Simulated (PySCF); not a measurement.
Cl5W (SMILES [Cl][W]([Cl])([Cl])([Cl])[Cl]), doublet (typed; the unrestricted solution is spin-contaminated), at a GFN2-xTB geometry (such geometries of metal compounds can be far from the true shape) (core potentials on W), with bond 6-1 at 2.2 times its length; PySCF with HF/def2-SVP.

Here is a job for PySCF.
```python
from pyscf import gto, scf

mol = gto.M(
    atom='''
W    -0.00000000    0.00000000   -0.00000000
Cl    1.84552708   -0.40817670   -1.16797303
Cl    0.96233500   -0.98148675    1.86360069
Cl   -0.96233500    0.98148675   -1.86360069
Cl   -1.63595757   -1.50250559    0.05347170
Cl   -0.46105294    4.20350106    2.45190293
''',
    basis='def2-svp',
    ecp={'W': 'def2-svp'},
    spin=1,
    verbose=5,
)

mf = scf.UHF(mol)
mf.kernel()
mo_i, mo_e, stable_i, stable_e = mf.stability(internal=True, external=True, return_status=True, nroots=6, tol=1e-6)
print('internally stable:', stable_i, ' externally stable:', stable_e)
if not stable_i:
    umf = mf.copy()
    umf.scf_summary = {}
    umf.kernel(umf.make_rdm1(mo_i, mf.mo_occ))
```

Output, abridged:

```
PySCF version 2.14.0

[INPUT] verbose = 5
[INPUT] max_memory = 4000
[INPUT] num. atoms = 6
[INPUT] num. electrons = 99
[INPUT] charge = 0
[INPUT] spin (= nelec alpha-beta = 2S) = 1
[INPUT] symmetry False subgroup None
[INPUT] Mole.unit = angstrom
[INPUT] Symbol           X                Y                Z      unit          X                Y                Z       unit  Magmom
[...]
[INPUT] ---------------- BASIS SET ----------------
[INPUT] l, kappa, [nprim/nctr], expnt,             c_1 c_2 ...
[INPUT] Cl
[...]
                                1571.7365221      0.014754727977
                                357.12065523      0.066679112875
                                100.25185935      0.17228924084
                                30.812727554      0.158837861
[...]
                                5.7045760975      0.60841752753
                                2.3508376809      0.54352153355
[...]
                                72.102015515      -0.063563355471
                                22.532680262      -0.24016428276
                                7.8991765444      -0.47798866557
                                2.8767268321      -0.38515850005
[...]
[INPUT] W
[...]
                                12                1.0014141748
[...]
                                6.084876          -0.66720686321
                                1.2523777812      0.52090351989
                                0.58569208922     0.51885687511
[...]
                                1.623745245       0.18452733732
                                0.69187452392     0.44121676843
                                0.27865835325     0.431584092415
[...]
nuclear repulsion = 616.380293827501
number of shells = 52
number of NR pGTOs = 237
number of NR cGTOs = 122
basis = def2-svp
ecp = {'W': 'def2-svp'}

******** <class 'pyscf.scf.uhf.UHF'> ********
method = UHF
initial guess = minao
damping factor = 0
level_shift factor = 0
DIIS = <class 'pyscf.scf.diis.CDIIS'>
diis_start_cycle = 1
diis_space = 8
diis_damp = 0
SCF conv_tol = 1e-09
SCF conv_tol_grad = None
SCF max_cycles = 50
direct_scf = True
direct_scf_tol = 1e-13
number electrons alpha = 50  beta = 49
Set gradient conv threshold to 3.16228e-05
Density of valence part of ANO basis will be used as initial guess for W
E1 = -4486.797138202969  E2 = 1520.3190941374576  Ecoul = 1663.4730218444386  Exc = -143.153927706981
init E= -2350.09775023801
cond(S) = 559.2953773640882

  alpha mo_energy =
[-1.05056904e+02 -1.05056876e+02 -1.05048351e+02 -1.05048287e+02
 -1.04949547e+02 -1.08266700e+01 -1.08266252e+01 -1.08170629e+01
 -1.08167586e+01 -1.07136102e+01 -8.29679325e+00 -8.29679096e+00
 -8.29426658e+00 -8.29426290e+00 -8.29425189e+00 -8.29423679e+00
 -8.28722631e+00 -8.28717375e+00 -8.28517585e+00 -8.28517568e+00
 -8.28516230e+00 -8.28516227e+00 -8.18438320e+00 -8.18424032e+00
 -8.18423775e+00 -3.58511412e+00 -2.14027939e+00 -2.13617697e+00
 -2.10831839e+00 -1.34286569e+00 -1.31688323e+00 -1.31237509e+00
 -1.28722421e+00 -1.17265591e+00 -7.48859756e-01 -7.34283674e-01
 -7.20757794e-01 -7.15635604e-01 -6.99839478e-01 -6.84493903e-01
 -6.56702551e-01 -6.46985065e-01 -6.28692463e-01 -6.18999747e-01
 -5.94698588e-01 -5.84306480e-01 -5.28826302e-01 -5.25387894e-01
 -5.25337730e-01 -3.11754156e-01 -3.07592147e-01 -2.96847553e-01
 -2.53637596e-01 -1.53711980e-01 -5.22400941e-02 -1.63478361e-02
 -1.54900427e-03  1.57584687e-03  1.04305116e-01  2.03291651e-01
  2.33045881e-01  2.55393782e-01  2.79288073e-01  2.86918434e-01
  5.01326853e-01  5.02937657e-01  5.07327856e-01  5.58065144e-01
  5.90266136e-01  6.17824445e-01  6.30566557e-01  6.73300943e-01
  6.74048789e-01  6.81734889e-01  6.89614389e-01  6.94000744e-01
  7.16276865e-01  7.54765091e-01  7.76261965e-01  7.79308480e-01
  7.90798905e-01  7.92201045e-01  7.93721672e-01  8.13739097e-01
  8.15024027e-01  8.15471332e-01  8.22288289e-01  8.27962402e-01
  8.43824039e-01  8.47550614e-01  8.89828598e-01  8.99712102e-01
[...]
SCF not converged.
<class 'pyscf.scf.uhf.UHF'> wavefunction has an internal instability
<class 'pyscf.scf.uhf.UHF'> wavefunction has an real -> complex instability
<class 'pyscf.scf.uhf.UHF'> wavefunction has an UHF/UKS -> GHF/GKS instability
internally stable: False  externally stable: False
[...]
 -8.03419140e+00 -8.03299447e+00 -8.03255968e+00 -8.03241865e+00
 -8.03154684e+00 -3.59500409e+00 -2.09554344e+00 -2.08295751e+00
 -2.03969151e+00 -1.14011508e+00 -1.12350284e+00 -1.10463299e+00
 -1.09062087e+00 -1.07309752e+00 -5.99819063e-01 -5.86166969e-01
 -5.85078492e-01 -5.65615186e-01 -5.62631616e-01 -5.58159115e-01
 -5.26706858e-01 -5.12509160e-01 -5.11332516e-01 -5.06123791e-01
 -5.01910778e-01 -4.73526199e-01 -4.64980382e-01 -4.53821185e-01
 -4.42088803e-01 -4.00623939e-01 -2.07402737e-02 -2.59939469e-03
  3.69238090e-03  4.13846424e-02  1.22210039e-01  1.38824462e-01
  1.40320375e-01  1.48339146e-01  2.41577400e-01  3.42060520e-01
  3.64150148e-01  4.13392209e-01  4.36183099e-01  4.42489783e-01
  6.06946294e-01  6.62910296e-01  6.82759050e-01  6.90272706e-01
  7.77404785e-01  7.85276819e-01  8.05161556e-01  8.43258772e-01
  8.56060232e-01  8.64303251e-01  8.72133583e-01  8.76937003e-01
  9.03254976e-01  9.27783585e-01  9.42555608e-01  9.43610692e-01
  9.45302203e-01  9.61278004e-01  9.93480257e-01  9.97035395e-01
  9.97446496e-01  1.00478642e+00  1.01254631e+00  1.01415271e+00
  1.02619017e+00  1.03180385e+00  1.03541921e+00  1.03632229e+00
  1.04083920e+00  1.04123749e+00  1.04894999e+00  1.05598250e+00
  1.08545730e+00  1.08912857e+00  1.11608487e+00  1.12279452e+00
  1.13631956e+00  1.16909969e+00  1.17272652e+00  1.18008638e+00
  1.30677117e+00  1.31387221e+00  1.31478396e+00  1.34659516e+00
  1.37623083e+00  1.40373333e+00  1.43610051e+00  1.44259592e+00
  1.45394952e+00  1.46528831e+00  1.48808589e+00  1.56226752e+00
  1.73904512e+00  1.83569440e+00  1.95585266e+00  2.02425247e+00
  6.83728191e+01  5.76021470e+02]
  beta  mo_energy =
[-1.04845173e+02 -1.04822787e+02 -1.04822758e+02 -1.04796724e+02
 -1.04796363e+02 -1.06057037e+01 -1.05879255e+01 -1.05879208e+01
 -1.05604075e+01 -1.05600314e+01 -8.07862393e+00 -8.07857299e+00
 -8.06212711e+00 -8.06211917e+00 -8.06207907e+00 -8.06017402e+00
 -8.06016691e+00 -8.05900959e+00 -8.05900308e+00 -8.03430829e+00
 -8.03417990e+00 -8.03301392e+00 -8.03257278e+00 -8.03240745e+00
 -8.03154110e+00 -3.59501321e+00 -2.09558381e+00 -2.08292141e+00
 -2.03972687e+00 -1.12350190e+00 -1.10462983e+00 -1.09063171e+00
 -1.07310955e+00 -1.01962901e+00 -5.99811183e-01 -5.86175610e-01
 -5.65649131e-01 -5.62634627e-01 -5.58161180e-01 -5.26691163e-01
 -5.06146503e-01 -5.02074109e-01 -4.88548348e-01 -4.87396877e-01
 -4.73353367e-01 -4.64980690e-01 -4.53831782e-01 -4.42091014e-01
 -4.00575016e-01 -3.80424507e-02 -2.07486144e-02 -2.60293788e-03
  3.83312185e-03  4.15328026e-02  1.22570328e-01  1.38834007e-01
  1.40390450e-01  1.48965455e-01  2.41962157e-01  3.42055024e-01
  3.64577226e-01  4.13468263e-01  4.36237931e-01  4.42489082e-01
  6.27538744e-01  6.64453021e-01  6.82770299e-01  6.93921431e-01
  7.77422683e-01  7.85288880e-01  8.05240418e-01  8.43273064e-01
  8.56124879e-01  8.64286172e-01  8.72167297e-01  8.76963158e-01
  9.05173228e-01  9.43640556e-01  9.61333393e-01  9.93478933e-01
  1.00382735e+00  1.00611377e+00  1.00676547e+00  1.01253999e+00
  1.01415282e+00  1.02639643e+00  1.03201295e+00  1.03631590e+00
  1.04007572e+00  1.04017893e+00  1.04086102e+00  1.04123677e+00
  1.04964898e+00  1.05414184e+00  1.05519994e+00  1.09038772e+00
  1.09638683e+00  1.11634697e+00  1.12969821e+00  1.13649937e+00
  1.14307687e+00  1.16908441e+00  1.17447865e+00  1.18021532e+00
  1.30677876e+00  1.31386752e+00  1.31493280e+00  1.34661444e+00
  1.37623260e+00  1.40378994e+00  1.43612040e+00  1.44260639e+00
  1.45393327e+00  1.46527756e+00  1.48806749e+00  1.56230677e+00
  1.73905040e+00  1.83569790e+00  1.95595408e+00  2.02424743e+00
  6.83728197e+01  5.76021470e+02]
multiplicity <S^2> = 1.7023985  2S+1 = 2.7945651
E1 = -4517.217796406882  E2 = 1537.5835108045815  Ecoul = 1682.3312209917367  Exc = -144.74771018715523
Extra cycle  E= -2363.2539917748  delta_E= -3.18e-11  |g|= 2.62e-06  |ddm|= 7.73e-06
converged SCF energy = -2363.2539917748  <S^2> = 1.7023985  2S+1 = 2.7945651
```

Convergence was not reached.
